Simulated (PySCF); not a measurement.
## Bond energies at MP2/def2-SVP beside a composite method

PySCF, lowest determinants of a PBE0 search. The composite is CCSD(T) extrapolated to the basis-set limit from two correlation-consistent sets, with core-valence (CV) and scalar-relativistic (SR) terms as its label shows; it has no spin–orbit coupling and nothing beyond (T).

```json
{"species": "CaBr", "state (unpaired electrons)": "doublet (σ ↑)", "De MP2 (eV)": "3.51", "De composite (eV)": "3.60", "composite": "CCSD(T)/CBS(DT)", "dissociates to": "Ca + Br"}
{"species": "SnI", "state (unpaired electrons)": "doublet (π ↑)", "De MP2 (eV)": "2.67", "De composite (eV)": "2.95", "composite": "CCSD(T)/CBS(DT)", "dissociates to": "Sn + I"}
{"species": "AlI", "state (unpaired electrons)": "singlet (closed shell)", "De MP2 (eV)": "3.79", "De composite (eV)": "4.05", "composite": "CCSD(T)/CBS(TQ)+CV", "dissociates to": "Al + I"}
{"species": "SiN", "state (unpaired electrons)": "doublet (σ ↑)", "De MP2 (eV)": "3.81", "De composite (eV)": "4.66", "composite": "CCSD(T)/CBS(TQ)+CV+SR", "dissociates to": "Si + N"}
{"species": "SrBr", "state (unpaired electrons)": "doublet (σ ↑)", "De MP2 (eV)": "3.64", "De composite (eV)": "3.70", "composite": "CCSD(T)/CBS(DT)", "dissociates to": "Sr + Br"}
{"species": "KSr", "state (unpaired electrons)": "doublet (σ ↑)", "De MP2 (eV)": "0.10", "De composite (eV)": "0.15", "composite": "CCSD(T)/CBS(DT)", "dissociates to": "K + Sr"}
{"species": "TlBr", "state (unpaired electrons)": "singlet (closed shell)", "De MP2 (eV)": "3.83", "De composite (eV)": "4.03", "composite": "CCSD(T)/CBS(DT)+CV", "dissociates to": "Tl + Br"}
{"species": "InCl", "state (unpaired electrons)": "singlet (closed shell)", "De MP2 (eV)": "4.26", "De composite (eV)": "4.61", "composite": "CCSD(T)/CBS(DT)+CV", "dissociates to": "In + Cl"}
```

Q: Does MP2 bind more or less than the composite, by how much on average, and where is the difference largest?

A: MP2/def2-SVP binds less on average, method and basis taken together: the mean signed difference is -0.27 eV and the mean absolute one 0.27 eV; it is largest for SiN (-0.85 eV).

The molecules are drawn from runs that passed checks on state, spin purity and fit, so the hardest cases are missing and the errors look smaller than over all diatomics.

Correlated steps freeze the inner cores (5 to 28 orbitals); shallow outer-core shells are correlated. UHF and ROHF references stand side by side, which adds small steps between rows. Weak bonds: KSr. Basis-set superposition, not corrected here, can be much of De in a small basis, most of all at correlated wavefunction levels. These are scalar-relativistic numbers at best; spin–orbit coupling would shift them, the dissociation energy most. Where the molecule has an RHF reference, its open-shell atoms are computed with UHF. The CCSD T1 diagnostic is raised in SiN, a sign that a single reference may not be enough there. States were picked by a PBE0 search and need not be the measured ground states.
